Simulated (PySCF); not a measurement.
C5H9OP.
Structure used (GFN2-xTB), in Å, numbered top down from 1:
```xyz
16
C5H9OP angstrom
C      3.0700    0.7081    0.1554
O      2.0479    0.6514   -0.8045
C      0.8358    0.2896   -0.3473
P      0.4629   -0.0920    1.2509
C     -1.3324   -0.4791    1.1340
C     -1.9710   -1.1793   -0.0317
C     -2.2941    0.2524    0.2411
H      3.9760    1.0166   -0.3625
H      2.8195    1.4268    0.9440
H      3.2159   -0.2728    0.6219
H      0.1206    0.2768   -1.1610
H     -1.7098   -0.7505    2.1153
H     -1.3559   -1.4144   -0.8883
H     -2.7227   -1.9266    0.1762
H     -1.9022    1.0060   -0.4266
H     -3.2683    0.4958    0.6393
```

The closed-shell ground state was solved at several levels (PySCF, density fitting, gas phase, non-relativistic).

```tsv
level	basis functions	total energy (Eh)	HOMO (eV)	LUMO (eV)	gap (eV)	dipole (D)
PBE0/pcSseg-1	171	-611.9548	-6.20	-0.85	5.35	0.33
CAM-B3LYP/def2-SVPD	219	-612.0226	-7.42	0.19	7.61	0.36
```

What might PBE0/def2-SVPD (219 basis functions) give for the same quantities?

Total energy -611.7182 Eh, HOMO -6.21 eV, LUMO -0.89 eV, gap 5.32 eV, dipole 0.42 D.

Over all these levels, which gives the widest orbital gap and which the narrowest?

CAM-B3LYP/def2-SVPD (range-separated hybrid) has the widest, 7.61 eV, and PBE0/def2-SVPD (global hybrid, 25 % exact exchange) the narrowest, 5.32 eV. The two share the basis. From the narrowest to the widest the HOMO moves by -1.21 eV and the LUMO by +1.08 eV.

How far do the dipole and the HOMO energy spread over the levels?

The dipole runs from 0.33 to 0.42 D (mean 0.37 D) and the HOMO from -7.42 to -6.20 eV.

One conformer stands for the species.
